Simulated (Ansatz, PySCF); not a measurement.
Noncovalent pair: H2O (SMILES O) (first 3 atoms) with SO2 (SMILES O=S=O); geometry from B3LYP-D3(BJ)/def2-TZVP.
(charge 0, multiplicity 1):
```xyz
6

O      0.506    -0.090     0.610
H      0.607     0.850     0.422
H     -0.363    -0.335     0.269
O     -1.175    -0.655     3.177
S      0.177    -0.172     3.298
O      0.377     1.250     3.426
```

Monomers are frozen at their geometry in the pair; levels with a basis set take the counterpoise correction.

Codes used: Ansatz (a first-principles code); PySCF for the dispersion terms. Each number belongs to the level named beside it.

Problem. What interaction energy does PBE-D3(BJ)/def2-TZVPPD give?

Solution. -21 kJ/mol
